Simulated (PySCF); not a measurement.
Radial density of Tm²⁺ (thulium, charge +2)

UHF, [Xe] 4f12 6s1, one real determinant (an excited configuration). All numbers are calculated (PySCF 2.14, the spin-free X2C one-electron Hamiltonian (Gaussian nucleus), in cc-pVDZ-X2C).

```tsv
r (bohr)	4πr²ρ (e/bohr)	4πr²(ρα − ρβ)
0.0180	89.45	0.0019
0.0302	83.89	0.0029
0.0508	118.6	0.0116
0.0854	107.3	0.0143
0.144	104.9	0.1825
0.242	79.34	1.0655
0.407	59.32	2.7933
0.684	38.13	2.3398
1.15	13.23	0.7328
1.93	3.205	0.1515
3.25	0.4412	0.3639
5.47	0.07795	0.0779
9.21	0.0005392	0.0005
```

Densities and radii are taken from the X2C orbitals without a picture-change correction, which distorts them close to the nucleus.

⟨L²⟩ = 24.16 against 30 for a pure H term, so this real determinant mixes terms. Spin-orbit coupling, absent here, splits the open shell strongly.
